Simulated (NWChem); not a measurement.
# C3H5ClSi; SMILES C(=C=C)[SiH2]Cl

```xyz
10

C     -0.5068     3.1492     0.4012
C     -0.1883     2.0424    -0.2180
C      0.1415     0.9161    -0.8033
Si     0.7683    -0.5265     0.1901
Cl    -0.5375    -2.1314     0.0193
H      0.2353     3.9358     0.5704
H     -1.5270     3.3201     0.7594
H      0.0464     0.8325    -1.8947
H      0.8638    -0.1367     1.6222
H      2.0859    -0.9931    -0.3264
```
Atoms are numbered in this order, from 1.

Program: NWChem. Medium grid unless said otherwise, to which SCAN and Minnesota functionals are sensitive. Coordinates come from a PBE0/def2-SVP optimisation. Total energies of different functionals are on different scales.

| level | energy (Ha) | highest occupied level (eV) | orbital gap (eV) | dipole (D) |
|---|---|---|---|---|
| PBE/def2-TZVP | -866.5809 | -6.59 | 4.90 | 1.82 |
| B3LYP/def2-TZVP | -867.1216 | -7.53 | 6.59 | 1.88 |
| CAM-B3LYP/def2-TZVP | -867.0289 | -9.07 | 9.46 | 1.93 |
| r2SCAN/def2-TZVP | -866.9498 | -6.81 | 5.34 | 1.89 |
| TPSSh/def2-TZVP | -867.1253 | ? | ? | 1.89 |

**Question.** What belongs in the gaps?

**Answer.** 
- TPSSh/def2-TZVP, highest occupied level (eV): -7.09
- TPSSh/def2-TZVP, orbital gap (eV): 5.94
